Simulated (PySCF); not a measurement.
Compound: C8H13ClO.
Numbering: `[CH3:1][CH2:2][C@@H:3]1[CH2:4][CH2:5][C@:6]1([CH3:7])[C:8](=[O:9])[Cl:10]`

Probes without a nucleus sit at each ring's centroid and 1 Å off its mean plane on both sides; NICS is minus the shielding there, NICSzz its component along the normal. Level: GIAO PBE0/pcSseg-1 (PySCF, non-relativistic, gas phase) on the GFN2-xTB geometry, one conformer.

Ring bond lengths (Å), with Mayer bond orders in brackets: C3–C4 1.537 (1.03), C4–C5 1.533 (1.06), C5–C6 1.545 (0.98), C6–C3 1.568 (0.89).

**Question.** What do the NICS probes read (ppm)?

**Answer.** 
| ring | type | NICS(0) | NICS(1), two faces | NICS(1)zz, two faces | rms pucker (Å) | centre to ring atoms, mean (Å) |
| --- | --- | --- | --- | --- | --- | --- |
| C3–C4–C5–C6 | 4-membered carbocycle; formal bonds all single | -0.8 | -0.9 / -0.7 | 2.7 / -1.2 | 0.08 | 1.09 |

**Question.** What do they say, and how far can they be read as aromaticity?

**Answer.** 
- C3–C4–C5–C6: mean NICS(1)zz 0.7 ppm, near zero. C3, C4, C5, C6 have four or more neighbours, so the value isn't read as a sign of a π ring current. The two faces differ by 3.9 ppm, so no symmetry operation interchanges them.

**Question.** What field does 9.4 T along the ring normal induce along that normal at the first NICS(1) probe listed for ring C3–C4–C5–C6, 1 Å off the ring?

**Answer.** NICSzz × B0 = 2.7 ppm × 9.4 T = 25 μT, along the applied field.

**Question.** List the ring angles and the Hirshfeld charges of the ring atoms.

**Answer.** 
- C3–C4–C5–C6: C3 89.5° (-0.014 e), C4 89.6° (-0.079 e), C5 90.5° (-0.078 e), C6 88.0° (+0.012 e); sum 357.6° against 360° for a flat convex ring.

Conformer computed: `[CH3:1][CH2:2][C@@H:3]1[CH2:4][CH2:5][C@:6]1([CH3:7])[C:8](=[O:9])[Cl:10]`: C1–C2–C3–C4 178°, C5–C6–C8–O9 154°.
